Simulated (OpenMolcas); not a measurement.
**Pt2+: moving or changing the point charges**

Pt2+ among 4 point charges of -2.5 e arranged as a tetrahedron (Td), 1.95 Å from the ion.

```
Program             : OpenMolcas 26.06
Method              : CASSCF
Basis               : ANO-RCC-VDZP [7s6p4d2f]
Scalar Hamiltonian  : DKH2, point nucleus
Active space        : 8 electrons in 5 orbitals (5d)
State averaging     : 2S+1 = 3 even, 10 roots; 2S+1 = 1 even, 15 roots
Spin-orbit coupling : state interaction with AMFI integrals over the reference wave functions
```

Runs around this geometry, states (labels of Td). Energies in cm-1 above the lowest state or level, χT in cm3 K/mol; under a threefold ground state the first gap can be a small split of the lowest multiplet, not the spin-orbit step; 10Dq and B are least-squares fits to the states below 45000 cm-1, weighted by degeneracy, with a free offset, and given where the rms deviation is under 5 % of |10Dq| (or 100 cm-1) and under 700 cm-1; 10Dq is negative for this site.

```csv
R (Å),q (e),Ground state,First state of that spin,10Dq,B (rms of fit),First gap with spin-orbit (degeneracies),χT at 300 K,First state of another spin
1.95,-2,3T1,3T2 3208,-3676,808 (144),"841.2 (1, 3)",1.817,1E 11713
1.78,-2.5,3T1,3T2 3209,,,"579.4 (1, 3)",2.211,1E 9582
1.95,-2.5,3T1,3T2 3116,,,"740.6 (1, 3)",1.972,1E 11061
2.04,-2.5,3T1,3T2 2897,-3319,803 (157),"748.3 (1, 3)",1.988,1E 11506
```

Taking the first state of the same spin as R^-n, n = -ln(2897 / 3209) / ln(2.04 / 1.78) = 0.8 between the shortest and longest distance.

Scaling the charges by -2 / -2.5 = 0.80 scales the first state of the same spin by 3208 / 3116 = 1.03; with fixed orbitals a first-order splitting would follow the charge.

An orbital triplet at a regular site is open to Jahn-Teller coupling, which can distort the site and quench the lowest spin-orbit gaps and is left out. Without dynamic correlation the repulsion within the d shell is too large (B by tens of per cent), so at a given field states of lower spin stand too high. Real 4d8 and 5d8 ions are as a rule square planar and diamagnetic. Point charges carry no covalency, so the field is a model and not that of real ligands. No measured value stands beside these numbers.
